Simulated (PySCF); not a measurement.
A structure optimised at B3LYP-D3(BJ)/def2-SVP, used in a PySCF frequency run:

```xyz
12

C      1.3351     0.1831     0.0000
C      0.3986    -0.1530    -1.2047
Si    -1.0615     0.0565     0.0000
C      0.3986    -0.1530     1.2047
H      2.2971    -0.3568     0.0000
H      1.5711     1.2600     0.0000
H      0.5078    -1.2057    -1.5137
H      0.5057     0.4810    -2.0965
H     -1.6499     1.4296     0.0000
H     -2.1781    -0.9372     0.0000
H      0.5078    -1.2057     1.5137
H      0.5057     0.4810     2.0965
```

Question: Write its SMILES, formula and point group.

Answer: C1C[SiH2]C1, C3H8Si, Cs

Question: What are its rotational constants (standard atomic weights)?

Answer: 8.7938, 6.1402, 4.1586 GHz
